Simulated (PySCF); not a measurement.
Isomers of C2H12Si4, mass 148.002 u with the commonest isotopes. The calculation used wB97X-D/def2-SVPD in PySCF (dipole) on a GFN2-xTB geometry, gas phase. One conformer each, none proved a minimum here; rigid rotors.

Task: Order these by radius of gyration √(Σ m r²/M), smallest first.
A. `C[Si@@H]1[SiH2]C[Si@@H]1[SiH3]`
B. `[SiH3:1][CH2:2][SiH:3]1[SiH2:4][CH2:5][SiH2:6]1` with Si1–C2–Si3–Si4 162°
C. `[CH2:1]=[CH:2][Si@@H:3]([SiH3:4])[SiH2:5][SiH3:6]` with C1–C2–Si3–Si4 119°, C2–Si3–Si5–Si6 -29°
D. `[CH3:1][Si@@H:2]1[SiH2:3][CH2:4][SiH2:5][SiH2:6]1` with C1–Si2–Si3–C4 -138°, Si2–Si3–C4–Si5 39°, Si3–C4–Si5–Si6 -40°, C4–Si5–Si6–Si2 21°
E. `[SiH3:1][CH2:2][Si@H:3]1[CH2:4][SiH2:5][SiH2:6]1` with Si1–C2–Si3–C4 67°

Result: D (2.098 Å), A (2.199 Å), B (2.326 Å), E (2.359 Å), C (2.398 Å).

Task: Order these by rotational constant B, smallest first.
A. `[SiH3:1][CH2:2][Si@H:3]1[CH2:4][SiH2:5][SiH2:6]1` with Si1–C2–Si3–C4 67°
B. `[SiH3:1][CH2:2][SiH:3]1[SiH2:4][CH2:5][SiH2:6]1` with Si1–C2–Si3–Si4 162°
C. `[CH3:1][Si@@H:2]1[SiH2:3][CH2:4][SiH2:5][SiH2:6]1` with C1–Si2–Si3–C4 -138°, Si2–Si3–C4–Si5 39°, Si3–C4–Si5–Si6 -40°, C4–Si5–Si6–Si2 21°
D. `[CH2:1]=[CH:2][Si@@H:3]([SiH3:4])[SiH2:5][SiH3:6]` with C1–C2–Si3–Si4 119°, C2–Si3–Si5–Si6 -29°
E. `C[Si@@H]1[SiH2]C[Si@@H]1[SiH3]`

Result: A (737.5 MHz), B (795.5 MHz), D (833.2 MHz), E (1013 MHz), C (1246 MHz).

Task: Order these by rotational constant A, smallest first.
A. `[CH2:1]=[CH:2][Si@@H:3]([SiH3:4])[SiH2:5][SiH3:6]` with C1–C2–Si3–Si4 119°, C2–Si3–Si5–Si6 -29°
B. `[SiH3:1][CH2:2][SiH:3]1[SiH2:4][CH2:5][SiH2:6]1` with Si1–C2–Si3–Si4 162°
C. `[CH3:1][Si@@H:2]1[SiH2:3][CH2:4][SiH2:5][SiH2:6]1` with C1–Si2–Si3–C4 -138°, Si2–Si3–C4–Si5 39°, Si3–C4–Si5–Si6 -40°, C4–Si5–Si6–Si2 21°
D. `[SiH3:1][CH2:2][Si@H:3]1[CH2:4][SiH2:5][SiH2:6]1` with Si1–C2–Si3–C4 67°
E. `C[Si@H]1[Si@@H]([SiH3])C[SiH2]1`

Result: A (1558 MHz), C (1787 MHz), E (1840 MHz), B (2562 MHz), D (2852 MHz).

```tsv
SMILES	point group	Ia (u·Å²)	Ib (u·Å²)	Ic (u·Å²)	κ	μa (D)	μb (D)	μc (D)
[SiH3]C[SiH]1[SiH2]C[SiH2]1	C1	197.29	635.30	769.34	-0.85	0.07	0.45	0.41
C=C[Si@@H]([SiH3])[SiH2][SiH3]	C1	324.41	606.53	770.99	-0.61	0.08	0.67	0.03
[SiH3]C[Si@H]1C[SiH2][SiH2]1	C1	177.19	685.24	785.39	-0.91	0.28	0.17	0.20
C[Si@@H]1[SiH2]C[Si@@H]1[SiH3]	C1	274.62	498.70	658.00	-0.54	0.14	0.28	0.18
C[Si@@H]1[SiH2]C[SiH2][SiH2]1	C1	282.74	405.60	614.21	-0.12	0.46	0.12	0.04
```
